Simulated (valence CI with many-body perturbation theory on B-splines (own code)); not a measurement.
The numbers below are computed, except where a source is named.
**From CI to CI+MBPT in Er54+**

Level of theory: valence CI with perturbative core correlation (CI+MBPT): four valence electrons over a frozen Dirac-Fock core [Ne], a basis of 11 s, 11 p, 9 d, 7 f, 5 g, 2 h, 1 i functions for each j, with the one-electron correlation potential Σ1, the two-electron term Σ2, the three-electron term Σ3, Breit, model QED; selected CI, second order for the rest (own B-spline code, finite nucleus).

The last digits are not significant, and no measured levels were compared; by estimate large intervals hold to a few tenths of a per cent, small ones and those within an open d or f shell to about a per cent.

Each rung adds one term. CI alone is the Dirac-Coulomb CI over the frozen core; QED comes last and gives the full result, which names the levels. Energies are above (3s^2 3p1/2^2) J=0 on the same rung, in Ry.

Levels are named by their leading jj configuration (3d3/2^4 stands for four electrons in 3d with j = 3/2), which in mixed levels can hold well under half, so a name can repeat and another be missing. Letters in brackets count levels of one name in rising energy.

```csv
Level,CI alone,Σ1,Σ2,Σ3,Breit,QED,Full
(3s^2 3p1/2 3p3/2) J=1,17.087,+0.0110,+0.0089,+0.0014,-0.2255,+0.0236,16.906
(3s^2 3p1/2 3p3/2) J=2,17.742,+0.0111,+0.0062,+0.0002,-0.2532,+0.0235,17.530
(3s 3p1/2^2 3p3/2) J=2,27.967,-0.0078,+0.0055,+0.0049,-0.0406,-0.2162,27.713
(3s 3p1/2^2 3p3/2) J=1,29.859,-0.0077,-0.0125,+0.0029,-0.0570,-0.1907,29.594
(3s^2 3p1/2 3d3/2) J=2,31.796,-0.0061,-0.0087,-0.0026,-0.3089,-0.0206,31.449
(3s^2 3p1/2 3d3/2) J=1,34.618,-0.0064,-0.0547,-0.0103,-0.2439,-0.0529,34.250
(3s^2 3p3/2^2) J=2,35.276,+0.0219,+0.0155,+0.0006,-0.4598,+0.0447,34.899
(3s^2 3p3/2^2) J=0,36.606,+0.0219,+0.0111,-0.0016,-0.4301,+0.0443,36.251
(3s^2 3p1/2 3d5/2) J=2,37.129,+0.0033,-0.0278,-0.0061,-0.3913,-0.0173,36.690
(3s^2 3p1/2 3d5/2) J=3,37.227,+0.0037,-0.0194,-0.0065,-0.4420,-0.0102,36.752
(3s 3p1/2^2 3d3/2) J=1,42.888,-0.0251,-0.0162,-0.0011,-0.0640,-0.2643,42.517
(3s 3p1/2^2 3d3/2) J=2,43.381,-0.0249,-0.0191,-0.0025,-0.0847,-0.2645,42.985
(3s 3p1/2 3p3/2^2) J=2 [a],44.613,+0.0028,+0.0147,+0.0045,-0.2516,-0.1893,44.195
(3s 3p1/2 3p3/2^2) J=3,45.823,+0.0033,+0.0109,+0.0042,-0.3091,-0.1851,45.347
(3s 3p1/2 3p3/2^2) J=0,46.544,+0.0031,+0.0134,+0.0037,-0.2480,-0.1745,46.142
(3s 3p1/2 3p3/2^2) J=1 [a],47.523,+0.0033,-0.0033,+0.0028,-0.2818,-0.1700,47.074
(3s 3p1/2 3p3/2^2) J=2 [b],47.615,+0.0035,-0.0075,+0.0030,-0.3288,-0.1480,47.137
(3s 3p1/2^2 3d5/2) J=3,47.964,-0.0154,-0.0298,-0.0038,-0.2150,-0.2533,47.447
(3s 3p1/2 3p3/2^2) J=1 [b],48.316,+0.0031,-0.0284,+0.0011,-0.2467,-0.1956,47.850
```

The middle columns are the shifts that each term adds.

(1) How does the ionisation energy move along the ladder, and which term matters most?

Answers

(1) CI alone 5337.7, + Σ1 5338.9, + Σ2 5338.9, + Σ3 5338.7, + Breit 5331.4, + QED 5331.3 eV. The largest step is Breit, -7.4 eV. NIST lists 5329 ± 5 eV (theoretical).
